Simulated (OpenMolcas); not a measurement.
# Er3+: moving the ligands

Er3+ with 8 ligands (oxide) in square antiprismatic coordination (D4d) at 2.38 Å, a polar angle of 57.9° against the regular 57.3°. A charge of +1.62 e stands 2.6 Å behind each ligand. Ligand basis ANO-RCC-VDZP.

```json
{
 "Program": "OpenMolcas",
 "Method": "CASSCF",
 "Basis": "ANO-RCC-VDZP [7s6p4d2f1g]",
 "Scalar Hamiltonian": "DKH2, point nucleus",
 "Active space": "11 electrons in 7 orbitals (4f)",
 "State averaging": "2S+1 = 4 odd, 35 roots (30 in the spin-orbit step); 2S+1 = 2 odd, 35 roots kept (CI in the orbitals of an earlier block)",
 "Spin-orbit coupling": "RASSI with atomic mean-field integrals over the reference wave functions"
}
```

Runs around this geometry, states. Energies in cm-1 above the lowest state or level, χT in cm3 K/mol.

| R (Å) | Ground state | First state of that spin | First gap with spin-orbit (degeneracies) | Width of lowest J | χT at 300 K |
| --- | --- | --- | --- | --- | --- |
| 2.33 | 2S+1 = 4 | 83.0 | 74.2 (2, 2) | 252 | 11.358 |
| 2.38 | 2S+1 = 4 | 76.3 | 68.2 (2, 2) | 238 | 11.370 |
| 2.53 | 2S+1 = 4 | 68.0 | 60.2 (2, 2) | 203 | 11.395 |

Taking the width of the lowest J multiplet as R^-n, n = -ln(203 / 252) / ln(2.53 / 2.33) = 2.6 between the shortest and longest distance.

High states are left out of the spin-orbit mixing, which shifts the levels that they would mix with. The oxide ions are held by bare point charges, a crude embedding. Without dynamic correlation the ligand-field splitting of an f shell can come out too small, at times by half. A group larger than the point group allows holds several states that coincide in this model. No measured value stands beside these numbers; the geometry is a model, was not optimised and need not be the one that this ion takes.

A state without a sure symmetry label is named by its multiplicity alone.
